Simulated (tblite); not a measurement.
Species: C3H11NSeSi2.
Bonds: Si1–Se2, Se2–Si3, Si3–N4, N4–C5, C5–C6, C6–C7, C5–C7. Hydrogens: H8, H9, H10 on Si1; H11, H12 on Si3; H13 on N4; H14 on C5; H15, H16 on C6; H17, H18 on C7.

Computed with GFN2-xTB (tblite), gas phase: L-BFGS steps from a force-field or distance-geometry start until the largest atomic force falls under 0.01 eV/Å.

Step 13: E = -588.8551 eV
```
atom  x, y, z in Å  |  force x, y, z in eV/Å
Si1     4.1077    0.5032    0.1349   -0.127  -0.025  -0.049
Se2     2.1422    0.0688   -0.9254    0.035  -0.034   0.066
Si3     0.4798    0.3580    0.6682    0.051   0.020  -0.054
N4     -0.5876   -0.9746    0.5272    0.211  -0.030   0.081
C5     -1.9719   -0.9536    0.1843    0.033  -0.004   0.068
C6     -2.3833   -0.2825   -1.0945    0.055  -0.066   0.062
C7     -2.7605    0.3116    0.2241   -0.140  -0.057   0.187
H8      5.0663    0.4681   -0.9584    0.040   0.021   0.046
H9      4.0118    1.8127    0.7769    0.016  -0.081  -0.008
H10     4.3192   -0.5718    1.1008    0.027   0.071   0.019
H11     1.0813    0.3851    2.0031   -0.002  -0.028  -0.058
H12    -0.1054    1.6391    0.3069    0.004   0.097   0.030
H13    -0.1511   -1.8093    0.1551   -0.008  -0.039   0.026
H14    -2.4656   -1.8666    0.5072   -0.056   0.049  -0.137
H15    -1.5658    0.1809   -1.6177    0.029   0.115  -0.193
H16    -3.1413   -0.7060   -1.7249   -0.145  -0.092  -0.075
H17    -2.2961    1.2199    0.5597    0.083   0.064  -0.016
H18    -3.7884    0.2232    0.5362   -0.108   0.018   0.006
```

Step 14: E = -588.8628 eV
```
atom  x, y, z in Å  |  force x, y, z in eV/Å
Si1     4.1018    0.5016    0.1340   -0.058   0.001  -0.007
Se2     2.1451    0.0616   -0.9193   -0.035  -0.051  -0.006
Si3     0.4799    0.3634    0.6683    0.109   0.029  -0.052
N4     -0.5845   -0.9686    0.5215    0.202  -0.018   0.101
C5     -1.9658   -0.9538    0.1766   -0.016  -0.022   0.040
C6     -2.3908   -0.2825   -1.0983    0.059  -0.041   0.076
C7     -2.7588    0.3045    0.2287   -0.179   0.029   0.063
H8      5.0624    0.4683   -0.9554    0.060   0.019   0.018
H9      4.0088    1.8088    0.7777    0.009  -0.048   0.001
H10     4.3176   -0.5671    1.1025    0.036   0.033   0.047
H11     1.0853    0.3783    2.0017   -0.011  -0.016  -0.050
H12    -0.0845    1.6544    0.3082   -0.024   0.073   0.033
H13    -0.1437   -1.8130    0.1798   -0.003  -0.048  -0.004
H14    -2.4597   -1.8651    0.4945   -0.070  -0.050  -0.096
H15    -1.5816    0.1884   -1.6290    0.004   0.097  -0.181
H16    -3.1593   -0.7052   -1.7193   -0.077  -0.086  -0.054
H17    -2.2928    1.2147    0.5543    0.080   0.086   0.023
H18    -3.7880    0.2177    0.5372   -0.086   0.012   0.048
```

Problem. Estimate the geometry and energy of step 15. (The exact step hangs on the optimiser's Hessian estimate; all steps are aligned on step 14, rigid shifts and turns removed.)

Solution. E = -588.8676 eV, largest force 0.154 eV/Å
```
atom  x, y, z in Å  |  force x, y, z in eV/Å
Si1     4.0967    0.5003    0.1327    0.012   0.007   0.018
Se2     2.1458    0.0559   -0.9154   -0.068  -0.062  -0.068
Si3     0.4814    0.3678    0.6673    0.113   0.032  -0.049
N4     -0.5798   -0.9660    0.5196    0.100   0.002   0.096
C5     -1.9615   -0.9540    0.1730   -0.023  -0.019   0.023
C6     -2.3945   -0.2832   -1.0999    0.033  -0.001   0.042
C7     -2.7594    0.3005    0.2328   -0.126   0.079  -0.041
H8      5.0614    0.4689   -0.9527    0.058   0.016   0.009
H9      4.0072    1.8052    0.7784    0.000  -0.016   0.009
H10     4.3174   -0.5630    1.1046    0.037   0.011   0.058
H11     1.0878    0.3737    1.9995   -0.008  -0.004  -0.032
H12    -0.0718    1.6657    0.3098   -0.032   0.040   0.036
H13    -0.1388   -1.8164    0.1951    0.007  -0.050  -0.022
H14    -2.4577   -1.8651    0.4842   -0.050  -0.091  -0.066
H15    -1.5920    0.1956   -1.6390   -0.064   0.048  -0.123
H16    -3.1717   -0.7067   -1.7153    0.026  -0.054   0.002
H17    -2.2893    1.2129    0.5509    0.035   0.046   0.034
H18    -3.7899    0.2142    0.5382   -0.051   0.015   0.073
```

The energy changes by -0.0048 eV. The first-order estimate −F·Δx gives -0.0069 eV and the mean of the old and new forces, exact on a quadratic surface, -0.0048 eV. The step makes an angle of 68° with the force vector and moves no atom by more than 0.017 Å.

The cost below is that of the whole relaxation. The run took 1.2 s of wall time on one thread, Arm Neoverse V2 (aarch64), no GPU (shared host).
